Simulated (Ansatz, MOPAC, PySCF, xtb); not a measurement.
Complex: N2 (SMILES N#N) (first 2 atoms) with C2H6O (SMILES CCO); geometry from B3LYP-D3(BJ)/def2-TZVP, rigid monomers moved along the line of their centres of mass till N2···H11 is 2.20 Å.
(charge 0, multiplicity 1):
```xyz
11

N      1.1442     0.9875    -0.1931
N      0.7713     0.2465     0.5147
C     -1.2833     0.5342     3.4974
C      0.1716     0.1714     3.7461
O      0.5228    -1.0998     3.2111
H     -1.5286     1.4915     3.9639
H     -1.9434    -0.2315     3.9078
H     -1.4875     0.6220     2.4271
H      0.8309     0.9534     3.3474
H      0.3672     0.0998     4.8171
H      0.4219    -1.0608     2.2539
```

Interaction energies are E(AB) − E(A) − E(B) at the monomers' geometry in the complex; basis-set methods are counterpoise corrected.

Rows in 6-31G* carry no dispersion term and start afresh at each structure (6-31G* with six Cartesian d functions). The state that PM7 reach isn't checked; PM7 holds dispersion and hydrogen-bond terms.

The values were computed with Ansatz (a first-principles code) with Gaussian orbitals; MOPAC for PM7 (differences of heats of formation); PySCF for 6-31G* rows; xtb for the GFN methods. 

Task: One of these levels gives -0.99 kcal/mol for the interaction energy. Name it.
A) HF/6-31G*
B) B3LYP/def2-TZVPPD
C) PM7
D) GFN-FF

Result: D, GFN-FF. The others give -2.09 (PM7), 1.29 (HF/6-31G*), 0.52 (B3LYP/def2-TZVPPD)
